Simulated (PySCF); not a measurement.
PySCF input (M06-2X/6-31G* with LANL2DZ past Ar (5d)):

```python
from pyscf import gto, dft

mol = gto.M(
    atom='''
    Ta    0.01867700    0.00040800    0.00123300
    H    -0.87375200   -0.63702000    1.37772200
    H    -0.86491900    1.41459100    0.56409100
    H    -0.72092300   -1.44927200   -0.66875600
    H    -0.71209000    0.60233900   -1.48238600
    H     1.80823800    0.03954400    0.11934300
    ''',
    basis={'default': '6-31g*', 'Ta': 'lanl2dz'},
    ecp={'Ta': 'lanl2dz'},
    charge=0,
    spin=0,
    verbose=4,
)

mf = dft.RKS(mol, xc='m062x')
mf.grids.level = 4
mf.conv_tol = 1e-9
mf.max_cycle = 100
mf.max_memory = 1500
mf.kernel()
if not mf.converged:
    mf = mf.newton()
    mf.kernel(mf.make_rdm1())
mf.dip_moment()
```

From the output:

```
grids dens level: 4
symmetrized grids: False
atomic radii adjust function: <function treutler_atomic_radii_adjust>
small_rho_cutoff = 0
Set gradient conv threshold to 3.16228e-05
Initial guess from minao.
tot grids = 113192
init E= -61.484334294974
  HOMO = -0.159359656657073  LUMO = 0.0368570071576504  gap/eV = 5.33933
cycle= 1 E= -59.6326328554617  delta_E= 1.85  |g|= 1.23  |ddm|= 2.96
  HOMO = -0.635395645988516  LUMO = -0.574008279322567  gap/eV = 1.67044
cycle= 2 E= -58.8284268189935  delta_E= 0.804  |g|= 1.92  |ddm|= 3.93
  HOMO = -0.383969055536732  LUMO = -0.131977378208685  gap/eV = 6.85704
cycle= 3 E= -60.5143804029199  delta_E= -1.69  |g|= 0.0514  |ddm|= 2.28
  HOMO = -0.370157596851113  LUMO = -0.0851835166828456  gap/eV = 7.75454
cycle= 4 E= -60.515708431795  delta_E= -0.00133  |g|= 0.0177  |ddm|= 0.111
  HOMO = -0.374679411481005  LUMO = -0.088114760748994  gap/eV = 7.79782
cycle= 5 E= -60.5158591884496  delta_E= -0.000151  |g|= 0.00544  |ddm|= 0.0311
  HOMO = -0.374562190600336  LUMO = -0.0889582284801751  gap/eV = 7.77168
cycle= 6 E= -60.515882108653  delta_E= -2.29e-05  |g|= 0.00136  |ddm|= 0.0137
  HOMO = -0.374621179336109  LUMO = -0.0892626902447557  gap/eV = 7.76500
cycle= 7 E= -60.5158836301903  delta_E= -1.52e-06  |g|= 0.00014  |ddm|= 0.00404
  HOMO = -0.374656470522592  LUMO = -0.0892956919362535  gap/eV = 7.76506
cycle= 8 E= -60.5158836388588  delta_E= -8.67e-09  |g|= 1.57e-05  |ddm|= 0.000193
  HOMO = -0.374657092473327  LUMO = -0.0892971600819177  gap/eV = 7.76504
cycle= 9 E= -60.5158836390287  delta_E= -1.7e-10  |g|= 1.98e-06  |ddm|= 3.92e-05
  HOMO = -0.374656405592644  LUMO = -0.0892964629341173  gap/eV = 7.76504
Extra cycle  E= -60.5158836390334  delta_E= -4.63e-12  |g|= 1.38e-06  |ddm|= 6.29e-06
converged SCF energy = -60.5158836390334
Dipole moment(X, Y, Z, Debye):  1.78232,  0.03870,  0.11767
```

The geometry given is a B3LYP-D3(BJ)/def2-TZVP minimum.
